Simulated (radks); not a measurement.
Q: All-electron atom: Nd2+ in [Xe] 4f3 5f1 (not the ground configuration). Method: Dirac Kohn-Sham, revPBE, spin-unpolarised, spherical densities, finite nucleus; open shells fill j = l - 1/2 first; Fermi nuclear charge, rms radius 4.9123 fm; computed with a radial shooting solver on a logarithmic mesh with Libxc functionals. Some entries of the table are withheld. Estimate them.

orbital  occ.  eigenvalue (hartree)  <1/r> (bohr^-1)
1s1/2       2             -1594.306            66.05
2s1/2       2             -258.5353            15.63
2p1/2       2                   (1)            15.61
2p3/2       4                   (2)            14.03
3s1/2       2             -56.84036            5.664
3p1/2       2                   (3)            5.578
3p3/2       4                   (4)            5.182
3d3/2       4             -36.75370            5.051
3d5/2       6             -35.92941            4.951
4s1/2       2             -12.04924            2.356
4p1/2       2              -9.80590            2.251
4p3/2       4              -8.97529            2.120
4d3/2       4              -5.28618            1.903
4d5/2       6              -5.13860            1.870
5s1/2       2              -2.27796           0.9249
5p1/2       2              -1.65514           0.8245
5p3/2       4              -1.53148           0.7805
4f5/2       3              -0.93833            1.343
4f7/2       0              -0.92141            1.331
5d3/2       0              -0.70189           0.5620
5d5/2       0              -0.68907           0.5531
6s1/2       0              -0.61115           0.3700
5f5/2       1              -0.22945           0.2097
5f7/2       0              -0.22913           0.2095

A: 
(1) 2p1/2 eigenvalue (hartree): -244.6288
(2) 2p3/2 eigenvalue (hartree): -225.5200
(3) 3p1/2 eigenvalue (hartree): -50.90308
(4) 3p3/2 eigenvalue (hartree): -47.08860
